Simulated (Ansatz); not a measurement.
Computed with Ansatz on PBE0-D4/def2-TZVP structures; ΔE is electronic, products minus reactants. CBS: MP2 limit from def2 TZ/QZ plus the TZ coupled-cluster correction, frozen cores. This one scheme is used for every species. Functionals use def2-TZVPP. B3LYP here is the variant with VWN-RPA as its local correlation; programs differ in this. HSE06 is defined as in plane-wave codes. For Br outer-core shells are correlated without core-valence functions, which leaves a few kJ/mol of doubt a bond. Scalar relativity is left out up to krypton.

Consider the ligand exchange at the Si–F bond: `F[Si](F)(F)[SiH3]` + HBr → `F[Si](F)([SiH3])Br` + H–F.

```csv
level,ΔE (kcal/mol),difference from CCSD(T)/CBS
LDA (SPW92),12.9,0.0
PBE-D4,11.2,-1.7
revPBE-D4,10.5,-2.4
r2SCAN-D4,13.9,1.0
B97M-V,15.6,2.7
PBE0-D4,11.5,-1.4
B3LYP-D4,14.0,1.1
r2SCANh-D4,13.8,0.9
r2SCAN0-D4,13.6,0.7
BHLYP-D4,14.6,1.7
CAM-B3LYP-D4,16.0,3.1
ωB97X-V,14.2,1.3
ωB97M-V,13.9,1.0
B2PLYP,15.3,2.4
PBE,12.4,-0.5
revPBE,12.3,-0.6
BLYP,16.1,3.2
r2SCAN,14.2,1.3
PBE0,12.6,-0.3
B3LYP,16.0,3.1
r2SCANh,14.1,1.2
r2SCAN0,13.9,1.0
HSE06,12.4,-0.5
BHLYP,16.7,3.8
LC-ωPBE,14.3,1.4
HF/def2-SVP,16.0,3.1
MP2/def2-SVP,13.7,0.8
CCSD/def2-SVP,15.2,2.3
CCSD(T)/def2-SVP,14.8,1.9
HF/def2-TZVPP,18.0,5.1
MP2/def2-TZVPP,12.9,0.0
SCS-MP2/def2-TZVPP,14.6,1.7
CCSD/def2-TZVPP,15.3,2.4
CCSD(T)/def2-TZVPP,14.6,1.7
HF/def2-QZVPP,18.6,5.7
MP2/def2-QZVPP,12.2,-0.7
SCS-MP2/def2-QZVPP,14.0,1.1
HF/CBS(def2),18.7,5.8
MP2/CBS(def2),11.2,-1.7
CCSD/CBS(def2),13.7,0.8
CCSD(T)/CBS,12.9,0
```

Largest T1 diagnostic among the species: 0.013.

At CCSD(T), def2-SVP lies +1.9 kcal/mol from the extrapolated value and def2-TZVPP +1.7 kcal/mol. In def2-TZVPP, CCSD(T) changes the Hartree–Fock value by −3.4 kcal/mol (the triples alone add −0.7 kcal/mol) and MP2 by −5.1 kcal/mol. The D4 term adds −2.0 kcal/mol with B3LYP and −1.1 kcal/mol with PBE0; it sums over pairs of atoms, weighted by their polarisabilities, and B3LYP, whose exchange is more repulsive, gets the larger term.
